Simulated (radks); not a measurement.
Valence configurations of S (all share [Ne]). Method: non-relativistic Kohn-Sham, PBEsol, spin-polarised, spherical densities, point nucleus; open shells are filled with parallel spins first; computed with a radial shooting solver on a logarithmic mesh with Libxc functionals. Order these by energy: 3p6; 3s1 3p5; 3s0.5 3p5.5; 3s1.5 3p4.5; 3s2 3p4.

Answer. From the lowest, in eV above it: 3s2 3p4 0.000; 3s1.5 3p4.5 4.996; 3s1 3p5 9.992; 3s0.5 3p5.5 15.854; 3p6 21.252. NIST lists [Ne] 3s2 3p4 as the ground configuration; this level of theory agrees among the configurations tried. The energies are those of spherical high-spin densities, not of single terms.
